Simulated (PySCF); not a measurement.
Gas-phase reaction: SiHBr3 + 2 HBr ⇌ 2 Br2 + SiH3Br. Level: PBE0/def2-TZVP; standard pressure 1 bar.

Method: PySCF energies plus ideal-gas RRHO corrections (1 bar). All species are closed-shell singlets. Br: all electrons, no relativistic terms. The harmonic model lacks anharmonicity and excited electronic states, which grow with temperature; levels with a mode under 35 cm⁻¹ are left out. Soft modes under 120 cm⁻¹ make the harmonic entropy rough for SiHBr3.

```
T (K)  1000/T (1/K)  log10 K
-----  ------------  -------
1000         1.0000   -18.47
1200         0.8333   -15.42
1400         0.7143   -13.24
1600         0.6250   -11.60
1800         0.5556   -10.33
2000         0.5000        ?
```

### Question
Fit log10 K = a + b·(1000/T) to the five rows, get the mean ΔH° and ΔS°, and predict log10 K at 2000 K.

### Answer
Means: 1000/T = 0.7456, log10 K = -13.812. Sums of products about the means: Sxy = -2.27227, Sxx = 0.124035, so b = Sxy/Sxx = -18.32 and a = -13.812 − (-18.32)×0.7456 = -0.15.
ΔH° = −R ln 10 × 1000 K × b = −19.145 × (-18.32) = 351 kJ; ΔS° = R ln 10 × a = -3 J/K. The run's own values go from 351 kJ and -3 J/K at 1000 K to 351 kJ and -3 J/K at 2000 K.
Prediction at 2000 K: -0.15 + (-18.32)×0.5000 = -9.31. The computed value is -9.31, 0.00 from the line.
For scale, ΔH°(298 K) is 355 kJ at this level, 363 kJ at ωB97M-V/def2-TZVP†, and runs from 145 to 403 kJ over the 20 levels computed († marks an energy on the PBE0/def2-TZVP geometry); the NASA 1993 table gives 359 kJ (entries not checked at source).
